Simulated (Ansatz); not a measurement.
Consider the substitution at a C–O bond: `CC(C)[O][Ti]([OH])([OH])[O]C(C)C` + `[OH][GeH2][F]` → `CC(C)[O][GeH2][F]` + `CC(C)[O][Ti]([OH])([OH])[OH]`.

Isolated molecules relaxed with PBE0-D4/def2-TZVP in Ansatz; ΔE leaves out vibrations. CCSD(T)/CBS adds triple-zeta CCSD(T) − MP2 to the extrapolated MP2 energy (def2 sets, frozen cores). DFT in def2-TZVPP. HSE06 is defined as in plane-wave codes. For Ge, Ti outer-core shells are correlated without core-valence functions, which leaves a few kJ/mol of doubt a bond. Scalar relativity is left out up to krypton. Each species was taken in one conformer, which may not be the lowest.

| level | ΔE (kJ/mol) | difference from CCSD(T)/CBS |
| --- | --- | --- |
| LDA (SPW92) | 10.6 | -3.3 |
| PBE-D4 | 12.2 | -1.7 |
| revPBE-D4 | 12.6 | -1.3 |
| PBE0-D4 | 12.5 | -1.4 |
| r2SCAN0-D4 | 11.8 | -2.1 |
| HSE06-D4 | 12.5 | -1.4 |
| BHLYP-D4 | 12.8 | -1.1 |
| ωB97X-V | 9.8 | -4.1 |
| B2PLYP | 11.3 | -2.6 |
| PBE | 8.4 | -5.5 |
| revPBE | 7.4 | -6.5 |
| HF/def2-TZVPP | 8.1 | -5.8 |
| SCS-MP2/def2-TZVPP | 13.6 | -0.3 |
| CCSD/def2-TZVPP | 12.4 | -1.5 |
| SCS-MP2/def2-QZVPP | 13.1 | -0.8 |
| MP2/CBS(def2) | 14.5 | 0.6 |
| CCSD(T)/CBS | 13.9 | 0 |

Largest T1 diagnostic among the species: 0.021, so the coupled-cluster value is less sure than usual.

At CCSD(T), def2-SVP lies +7.0 kJ/mol from the extrapolated value and def2-TZVPP +1.0 kJ/mol. The D4 term adds +5.1 kJ/mol with B3LYP and +3.8 kJ/mol with PBE0; it sums over pairs of atoms, weighted by their polarisabilities, and B3LYP, whose exchange is more repulsive, gets the larger term.

B3LYP here is the variant with VWN-RPA as its local correlation; programs differ in this.
